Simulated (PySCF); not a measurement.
Input of a run (PBE0-D3(BJ)/def2-SVP geometry optimisation, gas phase (PySCF 2.14.0)), started from GFN2-xTB:
```
{"job": {"xc": "PBE0", "basis": "def2-SVP", "d3": "d3bj", "grid": 1, "shake": 0.01, "kind": "geom"}, "charge": 0, "multiplicity": 1}
F      1.657540    -1.289910     0.693980
Ge     0.958420     0.236180     0.118590
C     -1.006670    -0.171890    -0.040390
Cl    -1.874680     1.340610     0.070020
Cl    -1.233750    -0.947650    -1.615290
H      1.602450     0.443990    -1.219030
H      1.315950     1.208520     1.217460
H     -1.364130    -0.838990     0.722190
```

Output (energies in Eh, forces in Eh/bohr):
```
step   0  E = -3135.81433236  max force = 0.030229
step   1  E = -3135.81522192  max force = 0.025887
step   2  E = -3135.81778737  max force = 0.003734
step   3  E = -3135.81823364  max force = 0.002815
step   4  E = -3135.81847508  max force = 0.001993
step   5  E = -3135.81863579  max force = 0.001377
step   6  E = -3135.81875761  max force = 0.000939
step   7  E = -3135.81891234  max force = 0.001630
step   8  E = -3135.81900945  max force = 0.001923
step   9  E = -3135.81904102  max force = 0.001163
step  10  E = -3135.81904614  max force = 0.000464
step  11  E = -3135.81904699  max force = 0.000133
optimisation converged
```

Problem. Summarise the run.

Solution. The energy falls by 3.0 kcal/mol over 12 energy and gradient evaluations, the largest force component goes from 0.0302 to 1.3e-04 Eh/bohr, and the atoms move by 0.247 Å rms after alignment. The bond that changes most is Ge2–C3 (ends: germanium bonded to C, F and 2 H; CHCl2 carbon), which shortens by 0.045 Å. Bonds longer at the end by more than 0.005 Å: 4 of 7; shorter: 2. Among the angles that change most is C3–Ge2–H7, from 114.8° to 110.1°. Among the dihedrals that turn most is H6–Ge2–C3–H8, from 147° to 175°. The energy never rose by more than 1e-6 Eh on the way. The first step brought 19 % of the lowering.

Problem. What are the final bond lengths?

Solution. F1–Ge2 1.743 Å, Ge2–C3 1.969 Å, C3–Cl4 1.786 Å, C3–Cl5 1.772 Å, Ge2–H6 1.530 Å, Ge2–H7 1.533 Å, C3–H8 1.097 Å. Numbering counts from 1 in the input's order; the species is `[F][GeH2][CH](Cl)Cl`.

The run used 111 basis functions and 79 SCF cycles in all. Time: 58 s; peak memory 0.47 GiB. Hardware: an Arm Neoverse V2 with one thread, no GPU (shared host).

No PBE0-D3(BJ)/def2-SVP frequencies stand behind this structure, so it isn't proved a minimum. One conformer, not necessarily the lowest.
